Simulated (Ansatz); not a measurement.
`CN([SiH3])[SiH3]` + `NC(N)S` → `NC(S)N[SiH3]` + `CN[SiH3]`  (ligand exchange at the Si–N bond)

Gas-phase electronic energies from Ansatz, PBE0-D4/def2-TZVP geometries. CCSD(T)/CBS is the MP2 limit (def2-TZVPP, def2-QZVPP) plus CCSD(T) − MP2 in def2-TZVPP, frozen cores. DFT in def2-TZVPP. B3LYP here is the variant with VWN-RPA as its local correlation; programs differ in this. Each species was taken in one conformer, which may not be the lowest.

```
             level  ΔE (kJ/mol)
          BHLYP-D4          3.8
            B2PLYP          3.0
             B3LYP          0.7
SCS-MP2/def2-TZVPP          5.5
```

Q: What does CCSD(T)/CBS give? (An estimate is asked.)

A: Ansatz gave: +5.9 kJ/mol. The listed levels differ from it by -2.1, -2.9, -5.2, -0.4 kJ/mol.

Largest T1 diagnostic among the species: 0.011.

In def2-TZVPP, CCSD(T) changes the Hartree–Fock value by +4.2 kJ/mol (the triples alone add +0.7 kJ/mol) and MP2 by +3.7 kJ/mol. Leaving LDA and LC-ωPBE aside and taking each functional with its dispersion term where it has one, the values, not all of them listed here, spread over 3.5 kJ/mol, from CAM-B3LYP-D4 to revPBE-D4. At CCSD(T), def2-SVP lies −3.2 kJ/mol from the extrapolated value and def2-TZVPP +0.4 kJ/mol.
